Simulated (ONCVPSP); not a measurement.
# How hard is this O ONCV potential?

O (Z = 8), optimised norm-conserving Vanderbilt (ONCV), made with ONCVPSP 4.0.1 (PBEsol, scalar-relativistic). Core [He], reference 2s2 2p2 (charge +2). Waves: 2s: rc 0.70 bohr, ncon 3, nbas 6, qcut 8.4 1/bohr, 2 projectors, debl 2.2 Ha; 2p: rc 1.40 bohr, ncon 4, nbas 8, qcut 9.2 1/bohr, 2 projectors, debl 1 Ha; d scattering state at 0.13 Ha: rc 1.30 bohr, ncon 3, nbas 6, qcut 7.4 1/bohr, 3 projectors, debl 2.1 Ha. Local part: polynomial inside 0.55 bohr (lpopt 1, dvloc0 6 Ha). Core correction: Teter function, fcfact 1.75, rcfact 1.75.

In the p channel the program set the typed energies aside and used -1.584, 0.250 Ha.

Question: For each optimised wave give the share of its norm inside rc, the residual kinetic energy above qcut (Ha) and the cutoffs (Ha) for errors of 10, 1, 0.1 and 0.01 mHa per electron.

Answer:

```tsv
wave	norm inside rc	residual KE	10 mHa	1 mHa	0.1 mHa	0.01 mHa
2s	0.224	3.5e-03	29.1	67.5	164.9	not reached
s projector 2	0.019	5.6e-04	14.9	31.1	144.1	291.8
2p	0.812	1.0e-05	25.7	32.2	37.5	43.8
p projector 2	0.049	1.0e-05	21.3	30.1	36.9	43.1
d projector 1	0.038	1.3e-05	7.1	14.3	21.7	28.5
d projector 2	0.088	1.8e-04	14.5	22.4	29.1	52.3
d projector 3	0.087	1.2e-03	19.4	28.0	35.2	80.6
```

The occupied waves need 67 Ha and 165 Ha for 1 and 0.1 mHa. Its largest configuration-test error is +835 meV.
